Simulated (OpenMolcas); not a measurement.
An atom or ion with 48 electrons was computed by MS-CASPT2, IPEA 0.25 Eh, imaginary shift 0.1 Eh with spin-orbit coupling (OpenMolcas, ANO-RCC-VQZP, DKH2). The lowest levels that the run gave, each within 12 % of the measured value where one is at hand:

```tsv
J	Parity	E (cm⁻¹)	g
0	even	0.0	
0	odd	64900	
1	odd	66820	1.495
2	odd	71600	1.501
1	odd	94140	1.006
0	even	153350	
1	even	156150	1.501
2	even	156700	1.200
2	even	162950	1.301
```

Q: Which ion is it, and what are the configurations and terms?

A: Sb IV (Z = 51, charge +3; active space 2 electrons in 8 orbitals (5s 5p 6s 6p)). J, parity and g give the terms where levels are pure, and mixed ones are named by the computed weights; the size of the splittings, set against known spectra of the 48-electron sequence, gives the charge. In order, with the measured energies in cm⁻¹ (Moore, Atomic Energy Levels, vol. III, NSRDS-NBS 35 (1971 reprint of NBS Circular 467, 1958)): 5s² ¹S₀, 5s 5p ³P°₀, 5s 5p ³P°₁ (66700), 5s 5p ³P°₂ (72560), 5s 5p ¹P°₁ (95952), 5p² ³P₀ (152076), 5p² ³P₁ (156388), 5p² ¹D₂ [60 %] (155956), 5p² ³P₂ [60 %] (163524).

CASPT2 breaks the degeneracy within a term, and the mean is taken; among the terms shown or strongly mixed into the levels shown the widest spread is 39 cm-1 (5p² ¹D). Over all roots computed the reference weight is 0.87 to 0.94; the roots of lowest weight are the least certain, and an intruder state may touch them. Active for correlation alone: 6p 6s; no level in the range computed is led by a configuration that fills them, so any true level of that kind is missing. The ¹D term of p² mixes with s d, which this space lacks. Measured partners are found by configuration, term and J. A level has none where our copy of the source lacks it or the pairing is in doubt (some pairs that miss far off the trend of their configuration count as doubtful), and it then counts in no deviation. Levels of configurations outside the active space are missing.

A share in square brackets marks a mixed level and gives the weight of the term that names it. ° marks odd parity.
